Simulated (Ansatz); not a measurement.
`C[Se][SnH2][Cl]` + `[AsH3]` → `C[Se][AsH2]` + `[Cl][SnH3]` at 600 K and 1 bar (ligand exchange at the Se–Sn bond).

Isolated molecules relaxed with PBE0-D4/def2-TZVP in Ansatz; ΔE leaves out vibrations. CBS: MP2 limit from def2 TZ/QZ plus the TZ coupled-cluster correction, frozen cores. def2 core potentials past Kr. For As, Se, Sn outer-core shells are correlated without core-valence functions, which leaves a few kJ/mol of doubt a bond. Scalar relativity is left out up to krypton. Each species was taken in one conformer, which may not be the lowest.

| species | CCSD(T)/CBS energy (Eh) | H − E (kJ/mol) | S (J/(mol·K)) |
| --- | --- | --- | --- |
| `C[Se][SnH2][Cl]` | -3115.63330 | 200.5 | 475.6 |
| `[AsH3]` | -2236.79077 | 81.6 | 254.3 |
| `C[Se][AsH2]` | -4676.77761 | 189.4 | 407.9 |
| `[Cl][SnH3]` | -675.62576 | 90.8 | 325.6 |

H − E and S are ideal-gas, rigid-rotor, harmonic terms from PBE0-D4/def2-TZVP, for one conformer and one mirror image of each species. 1 Eh = 2625.50 kJ/mol, R = 8.31446 J/(mol·K).

Q: By hand: ΔE, ΔH, ΔS and ΔG.

A: ΔE = (-4676.77761) + (-675.62576) − (-3115.63330) − (-2236.79077) = 0.02070 Eh = 54.3 kJ/mol. Δ(H − E) = 189.4 + 90.8 − 200.5 − 81.6 = -1.9, so ΔH = 52.4 kJ/mol. ΔS = 407.9 + 325.6 − 475.6 − 254.3 = 3.6 J/(mol·K). ΔG = 52.4 − 600 × (3.6)/1000 = 50.2 kJ/mol.

Q: By hand: the equilibrium constant, and the temperature at which ΔG would vanish if ΔH and ΔS stayed fixed.

A: log₁₀ K = −ΔG/(RT ln 10) = -4.4. ΔG = 0 at ΔH/ΔS = 14556 K, far beyond where these terms or the molecules hold.

The number of gas molecules stays the same, so ΔS is small and ΔH decides. A doubt of 5 kJ/mol in ΔE shifts log₁₀ K by 0.4 here. Other conformers and mirror images would add mixing entropy, several J/(mol·K) or more a flexible species. Modes under 60 cm⁻¹, often nearly free rotors, make the harmonic entropy too high. These are equilibria of isolated gas molecules and say nothing of rates. Largest T1 diagnostic: 0.012 (customary marks: 0.02 for closed shells, 0.045 for open ones).
